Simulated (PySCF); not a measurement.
PySCF input (TPSSh/def2-TZVPD):

```python
from pyscf import gto, scf, dft

mol = gto.M(
    atom='''
    Ca    0.00000000    0.00000000    0.00000000
    O     0.00000000    0.00000000    2.03878289
    O    -0.00000000   -0.00000000   -2.03878289
    H     0.00000000    0.00000000    2.99386893
    H    -0.00000000   -0.00000000   -2.99386893
    ''',
    basis='def2-tzvpd',
    charge=0,
    spin=0,
    verbose=4,
)

mf = dft.RKS(mol, xc='tpssh').density_fit(auxbasis='def2-universal-jkfit')
mf.grids.level = 3
mf.conv_tol = 1e-9
mf.max_cycle = 100
mf.max_memory = 1500
mf.kernel()
if not mf.converged:
    mf = mf.newton()
    mf.kernel(mf.make_rdm1())
mf.analyze()
```

End of the output:

```
Extra cycle  E= -829.426242876969  delta_E= 2.73e-12  |g|= 4.27e-07  |ddm|= 6.79e-07
converged SCF energy = -829.426242876969
**** SCF Summaries ****
Total Energy =                        -829.426242876969241
Nuclear Repulsion Energy =             109.069418662338762
One-electron Energy =                -1356.461043891977397
Two-electron Energy =                  417.965382352669451
Two-electron Coulomb Energy =          472.188421834777728
DFT Exchange-Correlation Energy =      -54.223039482108291
HOMO-LUMO gap [eV] =                     4.889255912356242
**** MO energy ****
MO #1   energy= -145.135835068688  occ= 2
MO #2   energy= -18.9748413458672  occ= 2
MO #3   energy= -18.9748384211388  occ= 2
MO #4   energy= -15.2529073461051  occ= 2
MO #5   energy= -12.3685548366481  occ= 2
MO #6   energy= -12.3685548365949  occ= 2
MO #7   energy= -12.3652004510647  occ= 2
MO #8   energy= -1.71165633880287  occ= 2
MO #9   energy= -1.00624886881876  occ= 2
MO #10  energy= -1.00082062731868  occ= 2
MO #11  energy= -1.00082062715673  occ= 2
MO #12  energy= -0.870242665894384 occ= 2
MO #13  energy= -0.847493349962985 occ= 2
MO #14  energy= -0.405764527563658 occ= 2
MO #15  energy= -0.363740772748385 occ= 2
MO #16  energy= -0.241201014612152 occ= 2
MO #17  energy= -0.241201014591505 occ= 2
MO #18  energy= -0.230673288173998 occ= 2
MO #19  energy= -0.230673288035263 occ= 2
MO #20  energy= -0.0509964458206582 occ= 0
MO #21  energy= 0.0100645578296072 occ= 0
MO #22  energy= 0.0100645588227317 occ= 0
MO #23  energy= 0.0138917905421851 occ= 0
MO #24  energy= 0.0201188837198595 occ= 0
MO #25  energy= 0.0201190252659859 occ= 0
MO #26  energy= 0.0304738231138433 occ= 0
MO #27  energy= 0.0766096208548556 occ= 0
MO #28  energy= 0.0811047696138752 occ= 0
MO #29  energy= 0.0811047696204267 occ= 0
MO #30  energy= 0.091451661929764  occ= 0
MO #31  energy= 0.0914516623937143 occ= 0
MO #32  energy= 0.0999096321826553 occ= 0
MO #33  energy= 0.127437235113156  occ= 0
MO #34  energy= 0.127437235766143  occ= 0
MO #35  energy= 0.142258198428168  occ= 0
MO #36  energy= 0.148995181777178  occ= 0
MO #37  energy= 0.148995182301504  occ= 0
MO #38  energy= 0.168167871241963  occ= 0
MO #39  energy= 0.207354069939755  occ= 0
MO #40  energy= 0.207354076209937  occ= 0
MO #41  energy= 0.211094659471118  occ= 0
MO #42  energy= 0.255334420042111  occ= 0
MO #43  energy= 0.25533442037311   occ= 0
MO #44  energy= 0.266117090858267  occ= 0
MO #45  energy= 0.297842918869164  occ= 0
MO #46  energy= 0.323757034971761  occ= 0
MO #47  energy= 0.328629086260081  occ= 0
MO #48  energy= 0.328629086694764  occ= 0
MO #49  energy= 0.332748000406774  occ= 0
MO #50  energy= 0.333708049603406  occ= 0
MO #51  energy= 0.333708050000095  occ= 0
MO #52  energy= 0.366806532572269  occ= 0
MO #53  energy= 0.366808110790977  occ= 0
MO #54  energy= 0.397940995579251  occ= 0
MO #55  energy= 0.431553449093512  occ= 0
MO #56  energy= 0.452013953517827  occ= 0
MO #57  energy= 0.452015621507319  occ= 0
MO #58  energy= 0.545421581765898  occ= 0
MO #59  energy= 0.545421581882442  occ= 0
MO #60  energy= 0.563847003118476  occ= 0
MO #61  energy= 0.58720558889796   occ= 0
MO #62  energy= 0.611422274963313  occ= 0
MO #63  energy= 0.611422275162683  occ= 0
MO #64  energy= 0.680106880364354  occ= 0
MO #65  energy= 0.680106880691305  occ= 0
MO #66  energy= 0.767814898741975  occ= 0
MO #67  energy= 0.818611408438947  occ= 0
MO #68  energy= 0.81861140870071   occ= 0
MO #69  energy= 0.835015303962336  occ= 0
MO #70  energy= 0.938203123795782  occ= 0
MO #71  energy= 0.971373214287423  occ= 0
MO #72  energy= 1.02493604095501   occ= 0
MO #73  energy= 1.02493604114254   occ= 0
MO #74  energy= 1.13877806866527   occ= 0
MO #75  energy= 1.15716387890946   occ= 0
MO #76  energy= 1.35366626372669   occ= 0
MO #77  energy= 1.35366722922923   occ= 0
MO #78  energy= 1.49136143582534   occ= 0
MO #79  energy= 1.55647060808707   occ= 0
MO #80  energy= 1.55647060813973   occ= 0
MO #81  energy= 1.6093858669762    occ= 0
MO #82  energy= 1.68408819221565   occ= 0
MO #83  energy= 1.68408819230618   occ= 0
MO #84  energy= 1.72224213655283   occ= 0
MO #85  energy= 1.7222421366353    occ= 0
MO #86  energy= 1.7436028242574    occ= 0
MO #87  energy= 1.74361150246593   occ= 0
MO #88  energy= 1.77957050391657   occ= 0
MO #89  energy= 1.77957877953123   occ= 0
MO #90  energy= 1.81178278625225   occ= 0
MO #91  energy= 2.07729029716059   occ= 0
MO #92  energy= 2.16384567376321   occ= 0
MO #93  energy= 2.16384567385842   occ= 0
MO #94  energy= 2.26064200502425   occ= 0
MO #95  energy= 2.26064200508108   occ= 0
MO #96  energy= 2.26665839826903   occ= 0
MO #97  energy= 2.62547174327662   occ= 0
MO #98  energy= 2.82089205655876   occ= 0
MO #99  energy= 2.8208920567337    occ= 0
MO #100 energy= 2.85051546342428   occ= 0
MO #101 energy= 2.93791300038455   occ= 0
MO #102 energy= 2.93791300057303   occ= 0
MO #103 energy= 2.94331466259676   occ= 0
MO #104 energy= 3.06858510503367   occ= 0
MO #105 energy= 3.39442158065255   occ= 0
MO #106 energy= 3.46883819814718   occ= 0
MO #107 energy= 4.03873865657793   occ= 0
[...]
```
